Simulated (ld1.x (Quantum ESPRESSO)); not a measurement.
Configuration tests for boron (B) (PAW)

boron, PAW, made with ld1.x (Quantum ESPRESSO) 7.5 (PBEsol, scalar-relativistic). Core [He], reference 2s2 2p1. Waves: 2s (bound): rcut 1.00, rcutus 1.25 bohr; 2s channel at 0.2 Ry: rcut 1.00, rcutus 1.25 bohr; 2p (bound): rcut 3.05, rcutus 4.20 bohr; 2p channel at 0.85 Ry: rcut 3.05, rcutus 4.20 bohr; 3d channel at -0.05 Ry: rcut 2.60, rcutus 3.55 bohr; 3d channel at 1.8 Ry: rcut 2.60, rcutus 3.55 bohr. Local part: all-electron potential smoothed inside 2.40 bohr (lloc = -1). Core correction: a·sin(br)/r model core inside 1.05 bohr. Augmentation charge: PSQ, inside the norm-conserving radii.

Energies are relative to the spin-unpolarised reference configuration 2s2 2p1; without spin polarisation the order of configurations can differ from experiment.

**Question.** Give the all-electron excitation energy and the error of the potential for: 2s2 2p0; 2s1 2p0; 2s2 2p0.5; 2s0 2p3; 2s2 2p1.3; 2s1 2p1; 2s1 2p2.

**Answer.**

```tsv
valence configuration	charge	ΔE all-electron (eV)	error AE − PS (meV)
2s2 2p0	+1	8.139	-0.8
2s1 2p0	+2	33.401	-8.7
2s2 2p0.5	+0.5	2.855	+0.1
2s0 2p3	0	11.657	-3.6
2s2 2p1.3	-0.3	-0.724	+0.3
2s1 2p1	+1	14.264	-3.0
2s1 2p2	0	5.819	-0.4
```
